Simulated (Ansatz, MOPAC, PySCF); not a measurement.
Dimer: CH5GaO (SMILES C[O][GaH2]) (first 8 atoms) with HF (SMILES F); geometry from B3LYP-D3(BJ)/def2-TZVP, rigid monomers moved along the line of their centres of mass till O2···H10 is 2.21 Å.
(charge 0, multiplicity 1):
```xyz
10

C     -0.81962    -0.59601     2.46606
O      0.30629     0.09501     1.93705
Ga     0.60977     0.39947     0.17662
H     -1.49902    -0.92624     1.67508
H     -0.47996    -1.47016     3.02538
H     -1.36446     0.06329     3.14487
H     -0.50087    -0.17495    -0.75501
H      1.92416     1.17866    -0.07774
F      2.21183     1.02599     4.29061
H      1.60881     0.72637     3.61149
```

Monomers are frozen at their geometry in the pair; levels with a basis set take the counterpoise correction. Rows marked so take none.

Rows in 3-21G carry no dispersion term and start afresh at each structure; the Pople sets are all-electron and without relativity. The state that PM6, PM7 reach isn't checked; PM7 holds dispersion and hydrogen-bond terms.

Run with Ansatz (a program for electronic structure) with Gaussian orbitals; MOPAC for PM6, PM7 (differences of heats of formation); PySCF for 3-21G rows. 

**Question.** One of these levels gives -5.63 kcal/mol for the interaction energy. Which one is it?
A) PM7
B) PBE/def2-TZVPPD
C) B3LYP/3-21G (no counterpoise)
D) PM6

**Answer.** A, PM7. The others give -4.02 (PM6), -7.31 (PBE/def2-TZVPPD), -10.77 (B3LYP/3-21G (no counterpoise))
